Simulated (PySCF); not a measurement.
Species: C9H8OSi.
Z-matrix (Å and degrees, PBE0-D3(BJ)/def2-SVP geometry), rows numbered from 1:
```
O 
C   1  1.2070
C   2  1.4807  1  123.79
C   3  1.4051  2  117.67  1    -0.30
C   4  1.3858  3  121.01  2  -179.98
C   5  1.4019  4  119.73  3     0.01
C   6  1.3892  5  120.45  4    -0.04
C   3  1.4066  2  123.01  1   179.71
C   8  1.4782  3  126.16  2    -0.15
C   9  1.3502  8  117.78  3  -179.97
Si 10  1.8709  9  108.54  8     0.03
H   2  1.1163  1  120.11  3  -179.81
H   4  1.0925  3  117.37  2     0.02
H   5  1.0924  4  120.17  3   179.99
H   6  1.0937  5  119.30  4   179.97
H   9  1.0937  8  120.18  3    -0.02
H  10  1.0920  9  121.42  8   179.88
H  11  1.4943  7  113.83  6    62.31
H  11  1.4944  7  113.71  6   -62.50
```

Method used: PySCF 2.14.0, density-fitted response routines, TDDFT B3LYP/def2-SVPD, vertical, gas phase, core orbitals frozen in the response.

| state | E (eV) | E (hartree) | f | \|μ\| (D) | symmetry | main configurations (H = HOMO, L = LUMO) |
| --- | --- | --- | --- | --- | --- | --- |
| S1 | 3.58 | 0.1315 | 0.0001 | 0.08 | – | H-1→L (90%) |
| S2 | 3.97 | 0.1460 | 0.050 | 1.82 | A′ | H→L (64%), H→L+1 (21%) |
| S3 | 4.32 | 0.1587 | 0.115 | 2.65 | A′ | H→L+1 (71%), H→L (23%) |
| S4 | 4.53 | 0.1666 | 0.0000 | 0.02 | – | H-1→L+1 (92%) |
| S5 | 4.89 | 0.1797 | 0.248 | 3.66 | A′ | H-2→L (75%) |
| S6 | 5.16 | 0.1897 | 0.144 | 2.71 | A′ | H-2→L+1 (79%), H-2→L (10%) |
| S7 | 5.57 | 0.2048 | 0.0001 | 0.05 | – | H-4→L (92%) |
| S8 | 5.83 | 0.2143 | 0.0007 | 0.18 | – | H-4→L+1 (79%), H-5→L (14%) |
| S9 | 5.91 | 0.2170 | 0.030 | 1.15 | A′ | H-3→L (88%) |
| S10 | 6.03 | 0.2215 | 0.0049 | 0.46 | A″ | H-5→L (66%), H-4→L+1 (12%), H-5→L+1 (11%) |

Triplets, Tamm–Dancoff:

```tsv
state	E (eV)	λ (nm)	main configurations (H = HOMO, L = LUMO)
T1	2.93	423.3	H→L (57%), H→L+1 (33%)
T2	3.11	398.4	H-1→L (86%)
T3	3.50	354.3	H→L+1 (56%), H→L (37%)
T4	3.64	340.9	H-2→L (73%), H-2→L+1 (16%)
```

The lowest singlet lies at 3.58 eV (346 nm, ultraviolet) and is dark (f under 0.0005); its leading configuration is HOMO-1→LUMO (90%). The most intense listed level is S5 at 4.89 eV (254 nm, f = 0.248), 1.31 eV above S1. Löwdin shares by element: HOMO carbon 62% or more (atoms not listed hold the other 38%); LUMO carbon 40% or more, oxygen 17% (atoms not listed hold the other 43%). Weighted by f, the mean energy of these states is 4.83 eV. Orbital energies (eV): HOMO-3 -8.85, HOMO-2 -7.55, HOMO-1 -7.31, HOMO -6.88, LUMO -2.30, LUMO+1 -1.96, LUMO+2 0.06. Of the 10 states listed, 5 reach f = 0.01 and 3 stay under 0.0005. No computed singlet lies in the visible range (380 to 750 nm); the lowest, at 346 nm, stands 0.32 eV above its violet end (3.26 eV); a Tamm–Dancoff triplet lies at 423 nm, without intensity as long as spin–orbit coupling is left out. Symmetry labels in Cs follow from the direction of the transition dipole and are given only for states with f of 0.002 or more. The window holds the lowest 10 singlets.

One conformer stands for the species.
